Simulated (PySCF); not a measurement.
A small calculation by hand: oscillator strength and radiative lifetime

GaH4P, SMILES [GaH2][PH2].

Geometry optimised at r2SCAN-D4/def2-TZVP.

TDA-LC-ωPBE/def2-SVPD (PySCF) puts the first singlet state with f over 0.02 at 4.96 eV (vertical), with the transition dipole (0.472, -0.034, 0.000) in atomic units.

Find the oscillator strength, the wavelength and the radiative lifetime that this transition would have in vacuum if emission retraced absorption.


|μ|² = 0.2239 au, so |μ| = 1.20 D. ΔE = 4.96/27.211 = 0.1823 hartree. f = (2/3) ΔE |μ|² = 0.027 (the program prints 0.027).
λ = 1239.84/4.96 = 250 nm; ν = 40005 cm⁻¹.
Einstein's coefficient A = 0.6670 ν² f s⁻¹ (ν in cm⁻¹) = 2.9e7 s⁻¹, so τ = 1/A = 34 ns. This state is S1. The figure is the radiative limit of this one transition; relaxation, internal conversion, crossing to triplets and a medium change what is measured.
